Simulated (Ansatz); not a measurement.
Molecule: 3,3-difluorooxetane, C3H4F2O, charge 0, multiplicity 1. SMILES: C1(F)(COC1)F
Geometry from a B3LYP-D3(BJ)/def2-TZVP (Ansatz, an electronic-structure program) optimisation:
```
C
F 1 1.3588
F 1 1.3588 2 106.92
C 1 1.5273 2 115.63 3 -130.34
H 4 1.0909 1 114.58 2 -2.06
H 4 1.0909 5 111.11 1 -131.83
O 4 1.4483 5 112.47 6 -127.09
C 7 1.4483 4 92.89 5 -116.82
H 8 1.0909 7 112.47 4 -116.82
H 8 1.0909 9 111.11 7 127.09
```

Property: atomisation energy (electronic, to ground-state atoms), in kJ/mol. Cores are frozen in the correlated levels unless marked. Open shells are spin-unrestricted. No spin-orbit coupling. Non-relativistic unless marked X2C. The coupled-cluster limit lacks core correlation, which all-electron functionals hold. CBS(X,Y): correlation extrapolated as X^-3; Hartree-Fock from the larger set. [CCSD(T)-MP2]/basis is that difference in the basis named.

| level | program | atomisation energy (kJ/mol) |
|---|---|---|
| revPBE/def2-TZVPD | Ansatz | 4034.7 |
| wB97X/def2-TZVPD | Ansatz | 4076.1 |
| CCSD/6-31G* | Ansatz | 3709.4 |
| X2C-CCSD(T)/cc-pVTZ-DK | Ansatz | ___ |
| RI-MP2/CBS(cc-pVTZ,cc-pVQZ)+[CCSD(T)-MP2]/cc-pVTZ | Ansatz | ___ |

**Question.** Complete the blanks.

**Answer.** 
- X2C-CCSD(T)/cc-pVTZ-DK, atomisation energy (kJ/mol): 3953.5
- RI-MP2/CBS(cc-pVTZ,cc-pVQZ)+[CCSD(T)-MP2]/cc-pVTZ, atomisation energy (kJ/mol): 4073.4
